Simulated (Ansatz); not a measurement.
`C=C(N)BF` and `C=C(N)[SiH3]` differ in one atom or group.

Ansatz, PBE0-D4/def2-TZVP geometries, multiplicity 1. Each molecule was computed in one conformer, which needn't be the lowest.

```csv
property,`C=C(N)BF`
HOMO energy (PBE/def2-TZVPP) / eV,-5.27
size of the dipole moment (ωB97M-V/def2-TZVPP) / D,1.61
HOMO–LUMO gap (B3LYP/def2-TZVPP) / eV,4.69
LUMO energy (PBE0/def2-TZVPP) / eV,-1.28
HOMO energy (PBE0/def2-TZVPP) / eV,-6.39
HOMO–LUMO gap (ωB97M-V/def2-TZVPP) / eV,9.32
```

(1) Give the same properties after the change, and the shifts. (Best estimate.)

Answers

(1) The calculation gave: 
```csv
property,`C=C(N)[SiH3]`,shift
HOMO energy (PBE/def2-TZVPP) / eV,-5.12,0.15
size of the dipole moment (ωB97M-V/def2-TZVPP) / D,1.44,-0.17
HOMO–LUMO gap (B3LYP/def2-TZVPP) / eV,6.01,1.32
LUMO energy (PBE0/def2-TZVPP) / eV,0.19,1.47
HOMO energy (PBE0/def2-TZVPP) / eV,-6.25,0.14
HOMO–LUMO gap (ωB97M-V/def2-TZVPP) / eV,10.53,1.21
```

With PBE0 the HOMO rises by 0.14 eV and the LUMO rises by 1.47 eV, so the gap widens by about 1.33 eV. PBE moves the HOMO by 0.15 eV and ωB97M-V by 0.09 eV. The zero-point energy changes by 23.3 kJ/mol with +3 modes. Dipoles are sizes alone; their direction can turn.

B3LYP here is the variant with VWN-RPA as its local correlation; programs differ in this.
